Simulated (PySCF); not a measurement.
Energy of Cs⁺ (caesium, charge +1) between two integer charges

The 5p beta orbital of [Xe] is emptied in steps (occupation f), with all orbitals relaxed, ending at [Kr] 4d10 5s2 5p5. Computed with PySCF 2.14 in def2-SVP with the def2 core potential (46 electrons) (5s3p2d, 24 functions), with a scalar-relativistic core potential. The exact energy is a straight line in f; departures are measured from the line between the end points of the same method.

```
  f  UHF (eV)  LDA (eV)  PBE (eV)  PBE0 (eV)  r2SCAN (eV)  LC-wPBE (eV)  BHandHLYP (eV)  wB97X (eV)  MN15 (eV)  r2SCAN0 (eV)
  1     0.000     0.000     0.000      0.000        0.000         0.000           0.000       0.000      0.000         0.000
0.9     0.054    -0.446    -0.439     -0.318       -0.415        -0.065          -0.198      -0.102     -0.295        -0.302
0.7     0.122    -1.041    -1.023     -0.742       -0.959        -0.149          -0.463      -0.239     -0.688        -0.697
0.5     0.142    -1.240    -1.214     -0.881       -1.125        -0.174          -0.552      -0.286     -0.816        -0.817
0.3     0.117    -1.042    -1.015     -0.736       -0.925        -0.142          -0.465      -0.241     -0.678        -0.672
0.1     0.049    -0.446    -0.432     -0.313       -0.387        -0.059          -0.200      -0.105     -0.284        -0.281
  0     0.000     0.000     0.000      0.000        0.000         0.000           0.000       0.000      0.000         0.000
```

| method | E(f=0) − E(f=1) (eV) | −ε at f=1 (eV) | −ε at f=0.5 (eV) |
| --- | --- | --- | --- |
| UHF | 22.813 | 23.417 | 22.796 |
| LDA | 23.679 | 18.732 | 23.678 |
| PBE | 23.628 | 18.750 | 23.650 |
| PBE0 | 23.706 | 20.166 | 23.722 |
| r2SCAN | 23.787 | 19.158 | 23.889 |
| LC-wPBE | 23.755 | 23.035 | 23.775 |
| BHandHLYP | 23.620 | 21.425 | 23.613 |
| wB97X | 23.729 | 22.603 | 23.722 |
| MN15 | 23.928 | 20.656 | 23.955 |
| r2SCAN0 | 23.773 | 20.410 | 23.846 |

Orbital energy along the path (eV):

```tsv
f	UHF	LDA	PBE	PBE0	r2SCAN	LC-wPBE	BHandHLYP	wB97X	MN15	r2SCAN0
1	-23.417	-18.732	-18.750	-20.166	-19.158	-23.035	-21.425	-22.603	-20.656	-20.410
0.9	-23.283	-19.714	-19.728	-20.877	-20.113	-23.185	-21.860	-22.821	-21.303	-21.104
0.7	-23.031	-21.691	-21.690	-22.301	-22.018	-23.483	-22.733	-23.268	-22.621	-22.487
0.5	-22.796	-23.678	-23.650	-23.722	-23.889	-23.775	-23.613	-23.722	-23.955	-23.846
0.3	-22.577	-25.668	-25.591	-25.129	-25.661	-24.049	-24.499	-24.177	-25.273	-25.132
0.1	-22.373	-27.647	-27.487	-26.504	-27.271	-24.289	-25.393	-24.651	-26.498	-26.305
0	-22.276	-28.628	-28.408	-27.172	-28.038	-24.390	-25.846	-24.913	-27.026	-26.868
```

Reference removal energy between the ground levels: 23.157 eV (measured; NIST Atomic Spectra Database, ionization energies). The calculation has no spin-orbit coupling. UHF lacks correlation.
